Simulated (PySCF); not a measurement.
Mapped SMILES: `[CH2:1]=[CH:2][C@@H:3]1[CH2:4][O:5][C+:6]([C@H:7]([CH3:8])[F:9])[O:10]1`. Hydrogens are named by the atom that carries them. Ha(C4) is cis to C2 on the ring; Ha(C1) is cis to C3; Hb(C4) is trans to C2 on the ring; Hb(C1) is trans to C3.

Geometry: PBE0-D3(BJ)/def2-SVP; GIAO shifts from PySCF 2.14, gas phase, non-relativistic, averaged over equivalent atoms.

At PBE0/pcSseg-1 (220 basis functions, 42 s wall time on 1 thread of an Arm Neoverse V2, shared host):
```json
{"atoms": "C6", "δ (ppm)": "199.6"}
{"atoms": "C1", "δ (ppm)": "152.2"}
{"atoms": "C2", "δ (ppm)": "130.5"}
{"atoms": "C3", "δ (ppm)": "97.1"}
{"atoms": "C7", "δ (ppm)": "86.4"}
{"atoms": "C4", "δ (ppm)": "79.2"}
{"atoms": "C8", "δ (ppm)": "20.2"}
{"atoms": "O10", "δ (ppm)": "284.5"}
{"atoms": "O5", "δ (ppm)": "266.1"}
{"atoms": "F9", "δ (ppm)": "-216.5"}
{"atoms": "Hb(C1)", "δ (ppm)": "6.88"}
{"atoms": "Ha(C1)", "δ (ppm)": "6.74"}
{"atoms": "H(C2)", "δ (ppm)": "5.98"}
{"atoms": "H(C3)", "δ (ppm)": "5.76"}
{"atoms": "H(C7)", "δ (ppm)": "5.69"}
{"atoms": "Hb(C4)", "δ (ppm)": "5.39"}
{"atoms": "Ha(C4)", "δ (ppm)": "4.88"}
{"atoms": "H(C8)", "δ (ppm)": "2.08"}
```

Referencing at the same level of theory: TMS for $^{13}$C (184.41 ppm), $^{1}$H (31.27 ppm); H2O for $^{17}$O (334.56 ppm); $^{19}$F (177.25 ppm) against CFCl3.

Question: Estimate the result of repeating the calculation with HF/pcSseg-1.

Answer: 
```csv
atoms,δ at HF/pcSseg-1,change
C6,205.1,+5.5
C1,151.8,-0.4
C2,127.3,-3.2
C3,87.8,-9.3
C7,76.3,-10.1
C4,71.9,-7.3
C8,17.3,-2.9
O10,243.6,-40.9
O5,225.6,-40.5
F9,-179.2,+37.3
Hb(C1),6.96,+0.08
Ha(C1),6.79,+0.05
H(C2),5.86,-0.12
H(C3),5.66,-0.10
H(C7),5.27,-0.42
Hb(C4),5.32,-0.07
Ha(C4),4.84,-0.04
H(C8),2.16,+0.08
```

Referencing at the same level of theory: $^{13}$C (σref 190.85), $^{1}$H (σref 31.69) vs TMS; $^{17}$O (σref 333.31) vs H2O; $^{19}$F (σref 246.35) vs CFCl3.

The largest change is at O10 (ether oxygen). Cost: 220 basis functions, 22 s wall time on 1 thread of an Arm Neoverse V2, shared host. The order of the carbon signals is the same at both levels.

Unscaled 19F shifts against computed CFCl3 carry errors that often reach 10 to 50 ppm. Unscaled 17O shifts of doubly bonded oxygen tend to come out too high, by tens of ppm or more. Experimental scales use liquid or dissolved standards, which lie at an offset from isolated H2O (liquid H2O: subtract about 36 ppm).
